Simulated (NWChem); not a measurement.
**Polarisability of F$_{2}$Ge**

```
Ge
F 1 1.7471
F 1 1.7471 2 97.20
```
Charge 0, spin multiplicity 1.

The numbers come from NWChem runs, not from measurements. All single points use one geometry, from PBE0/def2-SVP, a minimum by its harmonic frequencies.

Basis set: 6-31G*. Static limit. This basis has no diffuse functions, which lowers polarisabilities.

The Hamiltonian is non-relativistic. The correlated methods keep 11 core orbitals frozen. B3LYP has NWChem's definition, with VWN1-RPA local correlation. The Pople sets run with spherical d functions. The structure started from a generated list of species. Coupled-cluster values serve here as a point of comparison, not as the truth.

```json
[
 {"method": "HF", "isotropic polarisability (bohr³)": "23.78"},
 {"method": "LDA (SVWN5)", "isotropic polarisability (bohr³)": "25.10"},
 {"method": "PBE", "isotropic polarisability (bohr³)": "?"},
 {"method": "B3LYP", "isotropic polarisability (bohr³)": "?"},
 {"method": "CCSD linear response", "isotropic polarisability (bohr³)": "25.13"}
]
```

**Question.** Complete the blanks.

**Answer.** 
- PBE, isotropic polarisability (bohr³): 25.60
- B3LYP, isotropic polarisability (bohr³): 24.68
